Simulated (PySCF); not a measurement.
# MI for M along the alkaline earths

CCSD(T) with double-zeta basis sets in PySCF, for the lowest determinant that a PBE0 search found; no spin–orbit coupling. De refers to high-spin ground-configuration atoms.

| M | basis | reference, frozen orbitals | state (unpaired electrons) | Re (Å) | ωe (cm⁻¹) | De (eV) |
| --- | --- | --- | --- | --- | --- | --- |
| Be | def2-SVP | UHF, 4 | doublet (σ ↑) | 2.228 | 589 | 2.04 |
| Mg | def2-SVP | UHF, 5 | doublet (σ ↑) | 2.621 | 312 | 1.98 |
| Ca | x2c-SVPall | UHF, 23 | doublet (σ ↑) | 2.889 | 231 | 2.69 |
| Sr | def2-SVP | UHF, 4 | doublet (σ ↑) | 3.040 | 170 | 2.77 |

Q: By what factor does the harmonic wavenumber vary along the series?

A: At CCSD(T) it runs from 170 cm⁻¹ (SrI) to 589 cm⁻¹ (BeI), a factor of 3.46.

The rows differ in basis set, which adds steps of its own.

Down a group the atoms grow and get heavier, so bonds lengthen and wavenumbers fall; this series shows no clear exception.

Correlated steps freeze the inner cores (4 to 23 orbitals); shallow outer-core shells are correlated. Correlated levels converge slowly with the basis: in double zeta they bind strong bonds too weakly, by up to about 1 eV, and carry superposition errors of some tenths. These are scalar-relativistic numbers at best; spin–orbit coupling would shift them, the dissociation energy most. States were picked by a PBE0 search and need not be the measured ground states.
